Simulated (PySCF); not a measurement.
# Correlation energy of Os (osmium, neutral)

[Xe] 4f14 5d6 6s1 6p1, one real determinant (an excited configuration). Computed with PySCF 2.14 in def2-QZVPPD with the def2 core potential (60 electrons) (7s5p4d4f2g, 88 functions), with a scalar-relativistic core potential. Frozen: nothing; 16 electrons correlated.

MP2 pair energies summed by pair of shells (mhartree):

| pair | energy | share (%) |
| --- | --- | --- |
| 5p-5d | -147.89 | 34.9 |
| 5d-5d | -99.49 | 23.4 |
| 5p-5p | -69.24 | 16.3 |
| 5s-5p | -27.75 | 6.5 |
| 5d-6s | -25.60 | 6.0 |
| 5s-5d | -18.57 | 4.4 |
| 5d-6p | -12.74 | 3.0 |
| 5p-6s | -11.42 | 2.7 |
| 5s-5s | -4.53 | 1.1 |
| 5p-6p | -4.15 | 1.0 |
| 6s-6p | -1.81 | 0.4 |
| 5s-6s | -0.75 | 0.2 |
| 5s-6p | -0.36 | 0.1 |

Total MP2 correlation energy: -424.32 mhartree.

Same-spin part -154.44 and opposite-spin part -269.88 mhartree; SCS-MP2 scales them by 1/3 and 6/5 to -375.33 mhartree.

The reference is one real determinant that mixes LS terms of this configuration.

The basis has no tight functions for the innermost shells, so their pair energies are far from complete.

This basis was not built for core-valence correlation, so the inner-shell part is incomplete.
